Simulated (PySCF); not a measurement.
Electronic structure of Te²⁺ (tellurium, charge +2) at the UHF level

Configuration: [Kr] 4d10 5s1 5p2 5d1, one real determinant (an excited configuration). All numbers are calculated (PySCF 2.14, a scalar-relativistic core potential, in aug-cc-pVTZ-PP with one added diffuse shell each of d, f type with ECP28MDF (6s5p5d3f, 67 functions)).

* Total energy: -265.345904 hartree
* One-electron energy: -446.4600 hartree
* Hartree (Coulomb) energy: 200.3825 hartree
* Exchange energy: -19.2683 hartree
* ⟨S²⟩: 6.0018
* ⟨L²⟩: 7.751
* Sum of ⟨r⟩: 26.20 bohr
* Sum of ⟨r²⟩: 45.98 bohr²
* Traceless quadrupole moment −½Σ⟨3z² − r²⟩ along its main axis: -3.68 e·bohr²

| shell | electrons | mean orbital energy (eV) | spread (eV) | rms radius, mean of both spins (bohr) |
| --- | --- | --- | --- | --- |
| 4s α | 1 | -217.98 | 0 | 0.820 |
| 4s β | 1 | -216.81 | 0 | 0.820 |
| 4p α | 3 | -162.56 | 0.140 | 0.881 |
| 4p β | 3 | -161.70 | 0.630 | 0.881 |
| 4d α | 5 | -76.887 | 0.674 | 1.03 |
| 4d β | 5 | -76.073 | 0.644 | 1.03 |
| 5s α | 1 | -43.388 | 0 | 2.10 |
| 5p α | 2 | -30.667 | 0 | 2.41 |
| 5d α | 1 | -14.974 | 0 | 3.66 |

⟨L²⟩ = 7.75 against 12 for a pure F term, so this real determinant mixes terms. Energies and moments cover only the electrons outside the core potential. The outer electron is Rydberg-like, and this basis confines it to a smaller radius and binds it less than a complete one would.
